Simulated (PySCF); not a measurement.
H3Ti, SMILES [TiH3+] (connectivity only; charge and spin as stated), charge +1, multiplicity 1.

Coordinates come from a ωB97X-D3(BJ)/def2-TZVPD optimisation. The multiplicity is an assumed one; other spin states were not compared.

The numbers are results of CAM-B3LYP/def2-TZVPD (PySCF), not measurements.

Symmetry labels are those of the subgroup Cs that the program uses (full group Cs).

Computed valence orbital energies around the gap with their symmetry:
| orbital | symmetry | energy (eV) |
|---|---|---|
| HOMO−7 | A' | -459.49 |
| HOMO−6 | A' | -72.90 |
| HOMO−5 | A' | -49.43 |
| HOMO−4 | A" | -48.29 |
| HOMO−3 | A' | -48.24 |
| HOMO−2 | A' | -22.47 |
| HOMO−1 | A' | -15.24 |
| HOMO | A' | -12.57 |
| LUMO | A" | -7.51 |
| LUMO+1 | A' | -7.31 |
| LUMO+2 | A' | -6.57 |
| LUMO+3 | A" | -6.54 |
